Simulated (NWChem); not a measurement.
CH5ClFNSi; SMILES N[Si@@H](Cl)CF

```xyz
10

N     -1.8348    -0.2114     0.1631
Si    -0.2406     0.0436    -0.3939
Cl     0.6778     1.7902     0.3068
C      0.9028    -1.3214     0.2404
F      0.4888    -2.5563    -0.2084
H     -2.6215     0.2346    -0.2940
H     -2.0344    -0.4140     1.1360
H     -0.2867     0.1368    -1.8747
H      0.9239    -1.3180     1.3462
H      1.9379    -1.1332    -0.0966
```
Atoms are numbered in this order, from 1.

All runs: NWChem. All runs use the structure optimised with PBE0/def2-SVP. Level: M05-2X/def2-SVP with SMD (1 M gas to 1 M solution), gas-phase geometry. Reactions with the solvent are ignored.

For solvent benzene:

```
Item                                         Result
-------------------------------------------  ------
solvation free energy (kcal/mol)               -4.2
cavity-dispersion-structure term (kcal/mol)    -0.4
dipole in solution (D)                         1.78
```

**Question.** What are these values for solvent cyclohexanone?

**Answer.** The solvation free energy (kcal/mol) comes out as -5.8. The cavity-dispersion-structure term (kcal/mol) is 0.9. The dipole in solution (D) is 1.92.
